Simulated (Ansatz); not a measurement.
## Abstraction of Cl: MgCl2 + SbH2 → MgCl + SbH2Cl

Gas-phase species: MgCl2 `[Cl][Mg][Cl]`, singlet; SbH2 `[SbH2]`, doublet; MgCl, doublet; SbH2Cl `[Cl][SbH2]`, singlet. A radical takes Cl: the energy is the difference in strength between the Mg–Cl bond broken and the Sb–Cl bond made.

Shapes, held fixed at every level: PBE0-D4/def2-TZVP. Programs: Ansatz 0.2.0. The zero-point and thermal change to 298 K, harmonic and unscaled (PBE0-D4/def2-TZVP), is +2.6 kJ/mol.

| level | kind | ΔH(298 K) (kJ/mol) | less CCSD(T)/def2-TZVPP |
| --- | --- | --- | --- |
| HF/def2-TZVPP | Hartree–Fock | +152.3 | +6.8 |
| B3LYP-D4/def2-TZVPP | global hybrid | +132.4 | -13.1 |
| BHLYP-D4/def2-TZVPP | global hybrid | +142.7 | -2.8 |
| PBE0-D4/def2-TZVPP | global hybrid | +129.3 | -16.2 |
| r2SCAN0-D4/def2-TZVPP | global hybrid | +145.4 | -0.1 |
| CCSD(T)/def2-SVP | coupled cluster or CI | +172.3 | +26.8 |
| CCSD/def2-SVP | coupled cluster or CI | +175.1 | +29.6 |
| CCSD(T)/def2-TZVPP | coupled cluster or CI | +145.5 | 0.0 |

The highest level, CCSD(T)/def2-TZVPP, gives ΔH(298 K) = +145.5 kJ/mol; the levels span +129.3 to +175.1. The column of differences is taken from that level and isn't an error. No measured value is set beside it here. Open shells run unrestricted. For atoms past krypton def2 sets carry core potentials with scalar relativity. Outer-core shells of Mg, Sb are correlated, in sets that cover them unevenly. Sets without diffuse functions underbind ionic bonds of s-block metals.
